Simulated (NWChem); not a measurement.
BeSi2H6; SMILES [SiH3][Be][SiH3]

```xyz
9

Be     0.0011     0.0000     0.0000
Si     0.0002     2.1901     0.0001
H      0.2222     2.7610    -1.3638
H      1.0699     2.7614     0.8745
H     -1.2924     2.7601     0.4895
Si     0.0001    -2.1901     0.0001
H     -1.0042    -2.7603    -0.9494
H     -0.3204    -2.7606     1.3443
H      1.3241    -2.7617    -0.3947
```
Atoms are numbered in this order, from 1.

The geometry was optimised at B3LYP/6-31G* (spherical d).

### Question
Give the principal values of the shielding tensors (ppm) of Be1, Si2 from B3LYP/6-311G** (spherical d), GIAO (NWChem), with their diamagnetic and paramagnetic parts as GIAO splits them.

### Answer
| atom | σ11 | σ22 | σ33 | isotropic | diamagnetic | paramagnetic |
|---|---|---|---|---|---|---|
| Be1 | 6.5 | 6.5 | 152.7 | 55.2 | 145.0 | -89.8 |
| Si2 | 474.8 | 483.4 | 483.4 | 480.5 | 881.4 | -400.9 |
